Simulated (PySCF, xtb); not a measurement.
AgI, SMILES [I][Ag], multiplicity 1.

GFN2-xTB run with xtb at its own geometry gives an orbital gap of 4.31 eV and a dipole moment of 8.36 D.

The structure is a stationary point at PBE0-D3(BJ)/def2-TZVP. The spin state was assumed, not searched. The def2 effective core potentials stand for the cores of Ag, I; spin–orbit coupling is left out.

Question: What does PBE0/def2-TZVPD in PySCF give? (The exact figures need the calculation; the answer reports its results.)

Answer: gap 3.69 eV (levels -6.81 and -3.12 eV), dipole 5.07 D.
